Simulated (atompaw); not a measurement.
# Rb (Z = 37) PAW (atompaw): all-electron and pseudo phase curves

rubidium, PAW, made with atompaw 4.2.0.5 (PBE, scalar-relativistic). Core [Ar] 3d10, reference 4s2 4p6 4d0 5s0 5p1. Waves: 4s (bound): rc 2.40 bohr; 5s (bound, empty): rc 3.00 bohr; 4p (bound): rc 2.75 bohr; 5p (bound): rc 3.00 bohr; 4d (bound, empty): rc 3.00 bohr; 4d channel at 0.3 Ry: rc 3.00 bohr. Local part: bessel scheme, radius 2.25 bohr. Core correction: smooth core density matched at 2.55 bohr. Augmentation charge: besselshape compensation charge, radius 2.70 bohr; PAW radius 3.00 bohr; waves and projectors: custom rrkj gramschmidtortho.

The phase is arctan(r·u′/u) with u = r·R(r), unwrapped; energies in Ry, scanned from -4 to 5 Ry. A pole is an energy at which the radial function vanishes at the test radius. The pseudo phase is shifted by a multiple of π to meet the all-electron one at the reference energy, and phase errors are pseudo minus all-electron; the curves can meet again beyond the range given. Levels narrower than the energy grid can be missing from the lists of poles.

| channel | radius (bohr) | reference energy (Ry) | poles, all-electron | poles, pseudo | unbroken range about the reference energy with phases within 0.05 rad | phase error 1 Ry above the reference energy (rad) |
| --- | --- | --- | --- | --- | --- | --- |
| s | 3.02 | -0.21 | -2.37, 2.68 | -2.37, 2.25 | below 2.3 | -0.029 |
| p | 3.02 | -0.10 | -1.08, 3.70 | -1.08, 2.56 | below 0.8 | -0.111 |
| d | 3.02 | -0.05 | 0.91 | 0.91 | below 2.3 | +0.001 |

Phases in the s channel:

| E (Ry) | all-electron | pseudo |
| --- | --- | --- |
| -4.00 | 1.379 | 1.378 |
| -3.52 | 1.356 | 1.355 |
| -3.04 | 1.311 | 1.310 |
| -2.56 | 0.723 | 0.718 |
| -2.08 | -1.740 | -1.741 |
| -1.60 | -1.817 | -1.818 |
| -1.12 | -1.889 | -1.891 |
| -0.64 | -2.005 | -2.006 |
| -0.16 | -2.270 | -2.270 |
| 0.32 | -3.123 | -3.138 |
| 0.80 | -4.136 | -4.165 |
| 1.28 | -4.460 | -4.489 |
| 1.76 | -4.592 | -4.625 |
| 2.24 | -4.665 | -4.711 |
| 2.72 | -4.717 | -4.786 |
| 3.20 | -4.759 | -4.883 |
| 3.68 | -4.801 | -5.095 |
| 4.16 | -4.849 | -6.215 |
| 4.64 | -4.915 | -7.435 |
